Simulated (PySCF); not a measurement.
HfF2I2, SMILES [F][Hf]([I])([I])[F], multiplicity 1.

Geometry optimised at PBE-D3(BJ)/def2-SVP. The spin state was assumed, not searched. The structure was generated by enumeration; whether it is a known compound was not checked. The def2 effective core potentials stand for the cores of Hf, I; spin–orbit coupling is left out.

These are PBE-D3(BJ)/def2-SVP (PySCF) values and carry that method's errors.

Frequencies are harmonic and unscaled.

Computed vibrational spectrum:
```tsv
mode	ν (cm⁻¹)	IR (km/mol)	moving atoms (share of kinetic energy)
1	48	0.2	I 76 %, Hf 21 %
2	86	2.8	F 59 %, Hf 28 %, I 12 %
3	115	0.0	F 93 %
4	119	1.0	F 78 %, I 22 %
5	146	2.3	F 82 %, I 18 %
6	195	12.5	I 51 %, Hf 34 %, F 14 %
7	222	42.4	Hf 56 %, I 38 %
8	662	90.6	F 93 %
9	662	81.9	F 87 %, Hf 13 %
```
